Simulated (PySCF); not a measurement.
C₂H₈N₂Si.
InChI=1S/C2H8N2Si/c1-2-5(3)4/h2,5H,1,3-4H2

Torsions of this conformer, `[CH2:1]=[CH:2][SiH:3]([NH2:4])[NH2:5]`: C1–C2–Si3–N4 -21°, H–N4–Si3–C2 -46°, H–N4–Si3–C2 170°, H–N5–Si3–C2 -51°, H–N5–Si3–C2 91°.

The closed-shell ground state was solved at several levels (PySCF, density fitting, gas phase, non-relativistic). The structure is a single PBE0-D3(BJ)/def2-SVP conformer in the gas phase; no vibrational or solvent corrections.

```json
{"level": "LDA/pcSseg-2", "basis functions": "299", "total energy (Eh)": "-477.3569", "HOMO (eV)": "-6.02", "LUMO (eV)": "-1.63", "gap (eV)": "4.39", "dipole (D)": "0.40"}
{"level": "KT2/pcSseg-2", "basis functions": "299", "total energy (Eh)": "-485.8422", "HOMO (eV)": "-5.97", "LUMO (eV)": "-1.40", "gap (eV)": "4.57", "dipole (D)": "0.40"}
{"level": "OPBE/pcSseg-2", "basis functions": "299", "total energy (Eh)": "-480.0230", "HOMO (eV)": "-5.81", "LUMO (eV)": "-1.27", "gap (eV)": "4.54", "dipole (D)": "0.46"}
{"level": "PBE0/def2-SVP", "basis functions": "114", "total energy (Eh)": "-479.4761", "HOMO (eV)": "-6.94", "LUMO (eV)": "-0.07", "gap (eV)": "6.87", "dipole (D)": "0.52"}
{"level": "PBE0/6-311+G(2d,p)", "basis functions": "191", "total energy (Eh)": "-479.7850", "HOMO (eV)": "-7.22", "LUMO (eV)": "-0.48", "gap (eV)": "6.74", "dipole (D)": "0.38"}
{"level": "B3LYP/pcSseg-2", "basis functions": "299", "total energy (Eh)": "-480.1974", "HOMO (eV)": "-7.00", "LUMO (eV)": "-0.66", "gap (eV)": "6.34", "dipole (D)": "0.36"}
{"level": "BLYP/pcSseg-2", "basis functions": "299", "total energy (Eh)": "-480.0883", "HOMO (eV)": "-5.75", "LUMO (eV)": "-1.27", "gap (eV)": "4.48", "dipole (D)": "0.39"}
{"level": "PBE0/aug-cc-pVDZ", "basis functions": "191", "total energy (Eh)": "-479.7325", "HOMO (eV)": "-7.19", "LUMO (eV)": "-0.48", "gap (eV)": "6.71", "dipole (D)": "0.36"}
{"level": "B97-D/pcSseg-2", "basis functions": "299", "total energy (Eh)": "-480.0180", "HOMO (eV)": "-5.86", "LUMO (eV)": "-1.28", "gap (eV)": "4.58", "dipole (D)": "0.40"}
{"level": "PBE0/def2-TZVP", "basis functions": "209", "total energy (Eh)": "-479.8022", "HOMO (eV)": "-7.17", "LUMO (eV)": "-0.35", "gap (eV)": "6.82", "dipole (D)": "0.41"}
{"level": "KT3/pcSseg-2", "basis functions": "299", "total energy (Eh)": "-485.3795", "HOMO (eV)": "-5.95", "LUMO (eV)": "-1.35", "gap (eV)": "4.60", "dipole (D)": "0.41"}
{"level": "PBE0/pcSseg-0", "basis functions": "65", "total energy (Eh)": "-478.9271", "HOMO (eV)": "-6.83", "LUMO (eV)": "-0.07", "gap (eV)": "6.76", "dipole (D)": "0.29"}
{"level": "PBE0/cc-pVTZ", "basis functions": "266", "total energy (Eh)": "-479.7978", "HOMO (eV)": "-7.12", "LUMO (eV)": "-0.26", "gap (eV)": "6.86", "dipole (D)": "0.46"}
```

Estimate the row for PBE0/cc-pVDZ, a basis of 114 functions; the other rows only guide the guess.

Total energy -479.7068 Eh, HOMO -6.87 eV, LUMO 0.00 eV, gap 6.87 eV, dipole 0.53 D.

How much does the basis alone move the frontier levels among the 7 PBE0 rows (the withheld one included)?

The HOMO by 0.39 eV and the LUMO by 0.48 eV. By rising basis size (HOMO, LUMO in eV): pcSseg-0 -6.83, -0.07; def2-SVP -6.94, -0.07; cc-pVDZ -6.87, 0.00; 6-311+G(2d,p) -7.22, -0.48; aug-cc-pVDZ -7.19, -0.48; def2-TZVP -7.17, -0.35; cc-pVTZ -7.12, -0.26.

How far do the dipole and the HOMO energy spread over the levels?

The dipole runs from 0.29 to 0.53 D (mean 0.41 D) and the HOMO from -7.22 to -5.75 eV.

Note: B97-D ran without an empirical dispersion term, which enters the total energy and its gradient alone.
